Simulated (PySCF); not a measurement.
Sn(OMe)2 (C2H6O2Sn), SMILES C[O][Sn][O]C (connectivity only; charge and spin as stated), neutral, multiplicity 1. Atoms are numbered in the order given.

```xyz
11

Sn     0.0000     0.0000     0.8290
O      0.0426    -1.5580    -0.4200
C     -0.0279    -1.7514    -1.7947
H     -0.3691    -2.7804    -2.0116
H     -0.7290    -1.0618    -2.3019
H      0.9587    -1.6296    -2.2828
O     -0.0426     1.5580    -0.4200
C      0.0279     1.7514    -1.7947
H     -0.9587     1.6296    -2.2828
H      0.3691     2.7804    -2.0116
H      0.7290     1.0618    -2.3019
```
Charge 0, spin multiplicity 1.

Geometry optimised at PBE0-D3(BJ)/def2-SVP. The structure was generated by enumeration; whether it is a known compound was not checked. The def2 effective core potentials stand for the cores of Sn; spin–orbit coupling is left out. One conformer was computed; it need not be the lowest.

Level of theory: PBE0-D3(BJ)/def2-SVP run with PySCF 2.14.0.

Frequencies are harmonic and unscaled.

```csv
mode,ν (cm⁻¹),IR (km/mol),Raman (Å⁴/amu),depolarisation,moving atoms (share of kinetic energy)
1,56,0.1,0.5,0.71,"O 51 %, H 29 %, C 20 %"
2,88,0.3,0.5,0.75,H 99 %
3,98,0.3,1.4,0.35,"H 70 %, C 27 %"
4,129,8.9,0.7,0.75,"O 45 %, C 32 %, H 22 %"
5,148,26.9,0.2,0.75,"O 69 %, H 16 %, C 9 %"
6,151,1.5,1.1,0.70,"H 46 %, C 41 %, O 9 %"
7,274,16.9,0.9,0.49,"O 53 %, C 18 %, H 15 %, Sn 14 %"
8,493,109.4,13.7,0.75,"O 56 %, Sn 19 %, C 18 %"
9,504,25.9,23.0,0.17,"O 58 %, C 21 %, Sn 14 %"
10,1156,94.6,5.8,0.75,"O 40 %, C 40 %, H 20 %"
11,1168,2.3,4.8,0.75,"H 76 %, C 19 %"
12,1168,129.3,1.2,0.64,"H 55 %, C 26 %, O 19 %"
13,1170,2.8,0.3,0.35,"H 76 %, C 19 %"
14,1190,33.6,0.5,0.75,"H 59 %, C 24 %, O 17 %"
15,1203,256.4,8.0,0.09,"O 42 %, C 33 %, H 25 %"
16,1460,0.9,23.1,0.75,H 96 %
17,1464,30.1,3.3,0.75,"H 89 %, C 10 %"
18,1471,0.1,25.1,0.60,H 96 %
19,1473,24.1,21.9,0.68,H 93 %
20,1479,12.2,32.4,0.75,H 96 %
21,1481,26.4,9.5,0.46,"H 91 %, C 8 %"
22,2986,31.5,10.8,0.75,H 97 %
23,2993,188.2,356.9,0.00,H 97 %
24,3062,1.5,41.7,0.71,"H 90 %, C 10 %"
25,3067,99.9,133.8,0.75,"H 90 %, C 10 %"
26,3076,104.1,85.1,0.75,"H 90 %, C 10 %"
27,3081,1.1,217.3,0.57,"H 90 %, C 10 %"
```
